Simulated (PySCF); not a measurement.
Job file and geometry (Å, from GFN2-xTB) of an NMR shielding run on `Cc1cc[p-]c1C(C)C`, [C8H12P]-, GIAO PBE0/pcSseg-1 NMR shielding, non-relativistic, gas phase in PySCF 2.14.0, density-fitted response routines; density fitting, a coarse starting grid and PySCF grid level 2 are the driver's defaults:

```
$ OMP_NUM_THREADS=1 python probes_run.py task.json out

{"job": {"kind": "nmr", "xc": "PBE0", "basis": "pcSseg-1"}, "charge": -1, "multiplicity": 1}
C      1.361946    -1.299171     1.403851
C      1.348177    -0.251646     0.325756
C      2.513136     0.365549    -0.149865
C      2.267896     1.293723    -1.135823
P      0.574441     1.441597    -1.516523
C      0.206184     0.208860    -0.314546
C     -1.189002    -0.232155     0.036995
C     -1.790632     0.715918     1.080044
C     -2.090313    -0.282927    -1.193268
H      0.778900    -0.987457     2.275201
H      0.944417    -2.246551     1.048936
H      2.385635    -1.484526     1.731684
H      3.506233     0.133687     0.223102
H      3.027801     1.880609    -1.636385
H     -1.142957    -1.239818     0.477192
H     -1.847992     1.718275     0.659678
H     -1.156337     0.755134     1.964159
H     -2.792097     0.396414     1.380157
H     -1.700989    -1.000620    -1.912911
H     -2.101060     0.696425    -1.666067
H     -3.112307    -0.564376    -0.927137
```

Task: What does the program print?

Result: 
```
coarse grid: 17752 points
cycle   1  E = -652.6979437236  dE =  1.227e+00  |g| = 6.566e-01  |ddm| = 4.368e+00
cycle   2  E = -652.6157523427  dE =  8.219e-02  |g| = 8.742e-01  |ddm| = 2.416e+00
cycle   3  E = -652.8272009626  dE = -2.114e-01  |g| = 1.347e-01  |ddm| = 1.526e+00
cycle   4  E = -652.8321514945  dE = -4.951e-03  |g| = 4.759e-02  |ddm| = 2.732e-01
cycle   5  E = -652.8326513198  dE = -4.998e-04  |g| = 2.039e-02  |ddm| = 6.934e-02
cycle   6  E = -652.8327542359  dE = -1.029e-04  |g| = 4.928e-03  |ddm| = 2.592e-02
cycle   7  E = -652.8327600313  dE = -5.795e-06  |g| = 1.861e-03  |ddm| = 8.671e-03
final grid: 166056 points
cycle   8  E = -652.8884150426  dE = -4.470e-05  |g| = 1.096e-02  |ddm| = 4.332e-02
cycle   9  E = -652.8883750579  dE =  3.998e-05  |g| = 1.611e-02  |ddm| = 3.175e-02
cycle  10  E = -652.8884458999  dE = -7.084e-05  |g| = 2.661e-03  |ddm| = 2.280e-02
cycle  11  E = -652.8884478253  dE = -1.925e-06  |g| = 3.716e-04  |ddm| = 3.498e-03
cycle  12  E = -652.8884478538  dE = -2.853e-08  |g| = 1.918e-04  |ddm| = 6.911e-04
cycle  13  E = -652.8884478634  dE = -9.636e-09  |g| = 4.622e-05  |ddm| = 2.798e-04
cycle  14  E = -652.8884478639  dE = -4.641e-10  |g| = 2.181e-05  |ddm| = 8.172e-05
converged SCF energy = -652.8884478639

GIAO shielding tensors (ppm)
atom      isotropic    diamagn.    paramagn.     s11        s22        s33       span
  0 C      169.199     247.134     -77.935    159.888    161.708    186.000     26.111
  1 C       67.617     256.315    -188.698     -8.136     63.174    147.813    155.949
  2 C       67.504     251.961    -184.458     -7.606     81.556    128.561    136.167
  3 C       57.577     264.124    -206.546    -62.018     73.463    161.286    223.304
  4 P      254.881     971.378    -716.497    154.231    182.507    427.906    273.675
  5 C       30.508     262.363    -231.855    -69.188     21.318    139.394    208.582
  6 C      152.043     241.346     -89.303    146.442    151.090    158.597     12.155
  7 C      154.169     247.664     -93.495    134.991    144.649    182.867     47.876
  8 C      157.790     246.783     -88.993    137.086    155.712    180.572     43.486
  9 H       29.385      31.195      -1.811     23.996     29.161     34.997     11.001
 10 H       29.210      30.905      -1.695     24.177     28.280     35.173     10.996
 11 H       29.548      29.992      -0.444     24.121     29.243     35.279     11.159
 12 H       25.340      33.750      -8.410     22.089     25.819     28.112      6.023
 13 H       25.103      32.895      -7.792     23.672     24.011     27.626      3.953
 14 H       28.738      33.640      -4.902     24.217     28.418     33.580      9.363
 15 H       30.726      31.191      -0.465     27.216     30.613     34.349      7.133
 16 H       30.457      31.629      -1.172     25.580     30.081     35.710     10.130
 17 H       30.681      30.917      -0.236     26.713     27.201     38.129     11.417
 18 H       30.378      30.751      -0.372     26.978     28.019     36.138      9.160
 19 H       29.716      31.107      -1.391     24.487     30.914     33.746      9.259
 20 H       30.931      30.405       0.526     26.378     28.712     37.703     11.325
```

Task: Turn these shieldings into chemical shifts. δ = σ(ref) − σ, references computed at the same level: 13C (σ = 186.93 ppm), 1H (σ = 31.72 ppm) against TMS; 31P (σ = 318.38 ppm) against H3PO4.

Result: Averaging equivalent atoms: C 5: 156.4; C 3: 129.3; C 2: 119.4; C 1: 119.3; C 6: 34.9; C 7/8: 30.9; C 0: 17.7; P 4: 63.5; H 13: 6.61; H 12: 6.38; H 14: 2.98; H 9/10/11: 2.34; H 15/16/17/18/19/20: 1.24 ppm. Experimental scales use liquid or dissolved standards, which lie at an offset from isolated H3PO4.

Size and cost of the density-fitted run: 220 basis functions, 41 s wall time on 1 thread of an Arm Neoverse V1, shared host; peak memory 1.1 GiB.
